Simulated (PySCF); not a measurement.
This script is equivalent to a calculation on Ne(3+) (neon, charge +3).

```python
from pyscf import gto, scf, dft, mp, cc
import basis_set_exchange as bse
mol = gto.M(atom="Ne 0 0 0", charge=3, spin=3, symmetry="D2h",
            basis=gto.basis.parse(bse.get_basis("aug-cc-pwCVQZ", elements=["Ne"], fmt="nwchem")))
mf = scf.UHF(mol)
mf.irrep_nelec = {'Ag': (2, 2), 'B1u': (1, 0), 'B2u': (1, 0), 'B3u': (1, 0)}
mf.kernel()
```

**Question.** What total energy does it give?

**Answer.** -124.10579 hartree (calculated).

**Question.** Which occupied shell lies highest, and where?

**Answer.** 2p α, at -98.478 eV.

**Question.** What is ⟨S²⟩, and what would a pure spin state give?

**Answer.** 3.753, against 3.75.
